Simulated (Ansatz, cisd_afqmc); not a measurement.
Species: SnCl, charge 1, singlet. SnCl+ (SMILES [Cl][Sn+]).
B3LYP-D3(BJ)/def2-TZVP minimum from Ansatz (a first-principles code):
```xyz
2

Sn     0.0000     0.0000    -0.5785
Cl     0.0000     0.0000     1.7014
```
Charge +1, spin multiplicity 1.

Total energies in def2-SVP, 10 correlated electrons, 14 frozen orbitals. Radicals and triplets start from unrestricted determinants; spin-orbit coupling is neglected. Cores are frozen in correlated methods (noble-gas shells, and filled d and f shells in the p block). Past Kr the def2 sets carry scalar-relativistic core potentials. AFQMC/CISD: phaseless, guided by CISD from CCSD amplitudes; bars are statistical, one sigma. Outlying blocks are dropped, and bars are widened where a walk drifts. Over all cases where full CI ran beside it in this data, AFQMC minus full CI had a median of +0.1 mEh and passed +0.4 mEh in a tenth of the cases. Spin-orbit terms, left out, reach several kcal/mol for Br and I, and more for heavier atoms. The spin of ClSn+ ([Cl][Sn+], singlet) was assumed, and the state is the lowest solution found for it.

```csv
method,program,energy (Eh),minus CCSDTQ (mEh)
HF,Ansatz,-672.50044,207.64
MP2,Ansatz,-672.67926,28.81
CCSD,Ansatz,-672.70058,7.49
CCSD(T),Ansatz,-672.70683,1.25
CCSDT(Q),Ansatz,-672.70817,-0.10
CCSDTQ,Ansatz,-672.70807,0.00
AFQMC/CISD,cisd_afqmc,-672.7085 ± 0.0003,-0.4 ± 0.3
```

Rough core times of Ansatz's runs on a shared machine: CCSD(T) under 20 s, CCSDT(Q) under 20 s, CCSDTQ 2 min.
